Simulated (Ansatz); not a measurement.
Geometry optimisation, Ansatz, RKS PBE0-D4/def2-mTZVP.

Input file:

```yaml
crystal:
  periodic: [false, false, false]
  atoms:
    - { symbol: Al, position_ang: [-0.015586, -1.768844, 0.352588] }
    - { symbol: H, position_ang: [-2.567527, -0.629131, -0.04571] }
    - { symbol: H, position_ang: [-0.090897, -2.750457, -0.888345] }
    - { symbol: H, position_ang: [-0.222169, -2.161935, 1.873038] }
    - { symbol: H, position_ang: [-1.926604, -0.354903, -0.044195] }
    - { symbol: "N", position_ang: [0.370901, 0.02278, 0.010925] }
    - { symbol: C, position_ang: [0.452582, 1.020289, 1.050034] }
    - { symbol: C, position_ang: [0.596623, 0.565541, -1.306117] }
    - { symbol: H, position_ang: [1.440689, 1.502933, 1.077973] }
    - { symbol: H, position_ang: [-0.291187, 1.819975, 0.908305] }
    - { symbol: H, position_ang: [0.274532, 0.577429, 2.032591] }
    - { symbol: H, position_ang: [0.533926, -0.214217, -2.068564] }
    - { symbol: H, position_ang: [1.589259, 1.031949, -1.390356] }
    - { symbol: H, position_ang: [-0.144541, 1.338592, -1.562066] }
basis:
  gaussian: { orbitals: def2-mTZVP }
hamiltonian:
  xc: pbe0
  dispersion: d4
relax:
  f_tol: 0.03
  max_steps: 50
```

Launched with:

```bash
$ ansatz run input.yaml --threads 2 --pin off --max-ram 3072MiB --backend cpu --events-out ev --progress --plain --runs-dir out
```

Problem. Where does it end, and by what steps?

Solution. It converged. The force dipped under the threshold on the way, but the program's further checks kept it going. After 15 steps the energy has fallen by 0.226 eV; H2 moved furthest, 0.91 Å.

```tsv
step	energy less start (eV)	largest force component (eV/Å)	accepted
0	0.0000	2.199	yes
1	-0.1675	0.816	yes
2	-0.2041	0.271	yes
3	-0.2133	0.087	yes
4	-0.2151	0.036	yes
5	-0.2159	0.028	yes
6	-0.2166	0.027	yes
7	-0.2174	0.171	yes
8	-0.2178	0.266	yes
9	-0.2194	0.267	yes
10	-0.2225	0.023	yes
11	-0.2251	0.118	yes
12	-0.2253	0.241	yes
13	-0.2263	0.063	yes
14	-0.2258	0.105	no
15	-0.2264	0.007	yes
```

```xyz
14
Properties=species:S:1:pos:R:3
Al 0.356 -1.838 0.391
H -2.995 0.157 -0.225
H 0.403 -2.825 -0.851
H 0.247 -2.271 1.913
H -2.273 -0.015 -0.145
N 0.437 -0.095 0.047
C 0.402 0.930 1.065
C 0.541 0.462 -1.283
H 1.306 1.553 1.040
H -0.459 1.601 0.932
H 0.328 0.488 2.061
H 0.571 -0.328 -2.036
H 1.451 1.068 -1.395
H -0.314 1.114 -1.515
```

Run time: 35 s on 2 threads of Intel(R) Xeon(R) Platinum 8488C (Sapphire Rapids), on a shared host, peak memory 0.25 GiB.
